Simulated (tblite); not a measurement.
Ethyldifluoroborane, C2H5BF2.
Bonds: C1–C2, C2–B3, B3–F4, B3–F5. Hydrogens: H6, H7, H8 on C1; H9, H10 on C2.

Computed with GFN2-xTB (tblite), gas phase: Langevin dynamics at 300 K from the optimised GFN2-xTB geometry, time step 0.5 fs, friction 0.01 fs⁻¹, 2000 steps. The instantaneous temperature is 2·E(kin)/(3Nk) with all 3N coordinates.

```csv
t (fs),T (K),E(pot) above start (eV),C1–C2 (Å),C2–B3 (Å),B3–F4 (Å),B3–F5 (Å),C1–H6 (Å),C1–C2–B3–F4 (°)
0,254,0.000,1.531,1.578,1.317,1.320,1.087,1
25,148,0.259,1.559,1.586,1.338,1.344,1.070,8
50,264,0.226,1.503,1.538,1.344,1.317,1.084,-1
75,216,0.252,1.497,1.571,1.342,1.313,1.143,-2
100,230,0.161,1.554,1.587,1.332,1.328,1.094,7
125,195,0.182,1.531,1.555,1.292,1.353,1.042,2
150,158,0.308,1.541,1.597,1.316,1.372,1.140,-29
175,156,0.385,1.544,1.577,1.307,1.359,1.121,-6
200,304,0.327,1.514,1.575,1.304,1.348,1.031,-17
225,328,0.337,1.526,1.610,1.303,1.341,1.104,-15
250,333,0.183,1.505,1.616,1.289,1.317,1.138,-27
275,238,0.226,1.520,1.634,1.294,1.320,1.054,-19
300,232,0.336,1.539,1.579,1.258,1.314,1.069,-9
325,253,0.330,1.575,1.668,1.297,1.350,1.117,-8
350,288,0.238,1.505,1.581,1.265,1.319,1.080,-10
375,200,0.349,1.492,1.659,1.313,1.334,1.067,-16
400,213,0.290,1.490,1.637,1.293,1.298,1.097,-4
425,214,0.192,1.499,1.604,1.291,1.299,1.110,8
450,284,0.121,1.506,1.620,1.328,1.329,1.093,21
475,240,0.180,1.502,1.561,1.301,1.322,1.077,14
500,212,0.282,1.534,1.623,1.314,1.337,1.087,21
525,237,0.295,1.542,1.596,1.273,1.339,1.102,31
550,213,0.372,1.545,1.639,1.298,1.307,1.073,34
575,342,0.243,1.507,1.636,1.325,1.310,1.098,36
600,233,0.468,1.489,1.588,1.305,1.332,1.124,10
625,350,0.457,1.502,1.634,1.272,1.339,1.053,6
650,362,0.406,1.547,1.640,1.296,1.310,1.082,-7
675,490,0.347,1.566,1.621,1.313,1.320,1.112,-25
700,492,0.311,1.553,1.616,1.295,1.295,1.084,-19
725,345,0.385,1.501,1.629,1.280,1.314,1.075,-27
750,412,0.414,1.513,1.620,1.320,1.337,1.107,-34
775,509,0.306,1.545,1.555,1.304,1.305,1.092,-15
800,379,0.527,1.585,1.654,1.354,1.302,1.067,-13
825,418,0.642,1.561,1.578,1.306,1.312,1.056,-25
850,518,0.414,1.510,1.604,1.320,1.335,1.068,-12
875,347,0.480,1.521,1.585,1.322,1.326,1.096,-28
900,311,0.380,1.561,1.590,1.313,1.355,1.075,-30
925,345,0.379,1.563,1.588,1.322,1.339,1.105,-50
950,482,0.222,1.536,1.549,1.317,1.331,1.133,-46
975,409,0.350,1.522,1.569,1.342,1.371,1.059,-22
1000,384,0.230,1.551,1.574,1.277,1.317,1.089,-20
```

Q: From 500 fs on, how do temperature and potential energy compare with equipartition?

A: The mean temperature of these 21 frames is 371 K against the target 300 K, and the mean potential energy 0.38 eV against 24 × kT/2 = 0.31 eV for 24 classical harmonic modes. For 10 atoms in a canonical ensemble the temperature itself scatters by T·√(2/(3N)) = 77 K; here its standard deviation is 93 K. These frames run hotter than the target by 24 %; at their own mean temperature equipartition would give 0.38 eV. The whole run lasts only 10 friction times of 100 fs, so these averages carry a wide statistical error.

Q: What are the kinetic and total energies of the listed frame with the highest potential energy?

A: The one at 825 fs, 0.642 eV above the start. Its kinetic energy is 3NkT/2 = 0.540 eV at 418 K, so the sum is 1.18 eV; over the listed frames the sum runs from 0.33 to 1.18 eV, since the thermostat adds and removes energy.

Q: How much do the listed bonds fluctuate from 500 fs on?

A: 
```csv
bond,at the start (Å),mean (Å),standard deviation (Å)
C1–C2,1.531,1.536,0.025
C2–B3,1.578,1.604,0.029
B3–F4,1.317,1.308,0.021
B3–F5,1.320,1.325,0.018
C1–H6,1.087,1.087,0.021
```

The motion is classical and holds no zero-point motion.

The cost below is that of the whole dynamics run. The run took 8.8 s of wall time on one thread, Arm Neoverse N1 (aarch64), no GPU, on a shared host, and the process peaked at 0.18 GiB of memory.
